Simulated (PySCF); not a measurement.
Molecule: sum formula Si2H3Cl2, net charge 0, doublet state. It need not be the lowest isomer of its formula. 
Geometry from a B3LYP-D3(BJ)/def2-TZVP (Ansatz) optimisation:
SMILES: Cl[SiH2][SiH]Cl
```xyz
7

Cl     2.3247    -1.3550    -0.0839
Si     1.1177     0.3050     0.2451
Si    -1.1104    -0.3105    -0.1441
Cl    -2.2548     1.4041     0.0775
H      1.5942     1.3899    -0.6533
H     -1.3368    -0.8429    -1.5070
H     -1.5479    -1.3055     0.8562
```
Charge 0, spin multiplicity 2.

Dispersion corrections to the total energy (kcal/mol) from the dftd3 and dftd4 libraries through PySCF: D3(BJ) without and D4 with the three-body term, each with the damping fitted for the functional named.

```tsv
functional	D3(BJ)	D4
CAM-B3LYP	-4.89	-4.57
B3LYP	-9.80	-8.37
BP86	-9.73	(withheld)
HSE06	-4.14	-4.15
BLYP	(withheld)	-10.85
TPSSh	-6.34	-6.17
HF	-38.70	(withheld)
```

### Question
Some entries are withheld; supply them.

### Answer

- BP86, D4: -7.24
- BLYP, D3(BJ): -11.70
- HF, D4: -15.80
